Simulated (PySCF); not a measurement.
# Calculated properties of `C[C@@H]1C[C@@H](CO)[C@@H]2C[C@@H]21`

C8H14O.
Geometry (GFN2-xTB, Å), atoms numbered from 1 in this order:
```
atom  x, y, z in Å
C1    -2.4713   -0.8696    0.5214
C2    -1.1286   -0.6077   -0.1519
C3     0.0698   -0.8929    0.7716
C4     1.1952    0.0588    0.3353
C5     2.1084   -0.5877   -0.7093
O6     3.1539    0.3105   -1.0157
C7     0.4730    1.2438   -0.2757
C8    -0.6561    1.8323    0.5136
C9    -0.9385    0.8372   -0.5732
H10   -2.5359   -1.9030    0.8550
H11   -3.2856   -0.6814   -0.1748
H12   -2.6001   -0.2168    1.3817
H13   -1.0586   -1.2394   -1.0450
H14    0.3817   -1.9356    0.7158
H15   -0.2080   -0.6886    1.8055
H16    1.8215    0.3601    1.1800
H17    2.5191   -1.5268   -0.3090
H18    1.5245   -0.8209   -1.6111
H19    3.7288   -0.0907   -1.6749
H20    1.0529    1.8726   -0.9340
H21   -0.9129    2.8639    0.3236
H22   -0.7823    1.5406    1.5437
H23   -1.4556    1.1681   -1.4626
```

Structural features include: alcohol and cyclopropane ring.

GFN2-xTB geometry:

```
Point group of the GFN2-xTB geometry                  : C1
Rotational constants A, B, C of the GFN2-xTB geometry : 3.112, 1.131, 0.955 GHz
```

PBE0/pcSseg-1 ground state and GIAO shieldings, non-relativistic (PySCF):

```
Dipole moment                                               : 1.69 D
HOMO energy                                                 : -7.58 eV
LUMO energy                                                 : 1.41 eV
HOMO–LUMO gap                                               : 8.99 eV
Lowest Hirshfeld atomic charge                              : -0.23 e on O6
Highest Hirshfeld atomic charge                             : +0.17 e on H19
13C chemical shifts (computed TMS as zero) by class         : 72.9 (C5), 47.6 (C4), 37.5 (C2), 34.7 (C3), 25.6 (C9), 24.4 (C7), 20.4 (C1), 6.2 (C8) ppm
1H chemical shifts (computed TMS as zero) by class          : 3.89 (H17), 3.78 (H18), 2.29 (H16), 2.17 (H13), 1.87 (H20), 1.17 (H23), 1.03 (H10/H11/H12), 1.03 (H14), 0.91 (H15), 0.50 (H19), 0.35 (H21), 0.07 (H22) ppm
Isotropic shieldings of nuclei other than C and H, by class : 304 (O6) ppm
Mayer bond orders between heavy atoms                       : C1–C2 1.04, C2–C3 0.97, C3–C4 1.01, C4–C5 1.01, C5–O6 0.97, C4–C7 0.98, C7–C8 0.95, C8–C9 0.95, C9–C2 1.00, C9–C7 0.93
```

Monoisotopic mass (most abundant isotopes): 126.1045 u.

With B = h/(8π²I), that is 505.379 GHz u Å² over I, the principal moments of inertia are 162.4, 446.7 and 529.2 u Å² (most abundant isotopes). A dipole of 1.69 D is allowed in C1, and pure rotational transitions are dipole-allowed. The rotational constants make it an asymmetric top with κ = (2B − A − C)/(A − C) = -0.84, nearer the prolate limit (−1). The dipole matches unit charges of opposite sign 0.35 Å apart (1 e·Å = 4.8032 D).

Geometry: GFN2-xTB, one conformer, isolated molecule. NMR classes are plain means over equivalent atoms (diastereotopic ones count apart unless rotation or inversion swaps them), as if these changed places fast; in this geometry the members of some classes differ.

For the NMR shielding job (PBE0/pcSseg-1), hardware: Arm Neoverse V1, one thread (shared host). Cost: 49 s.
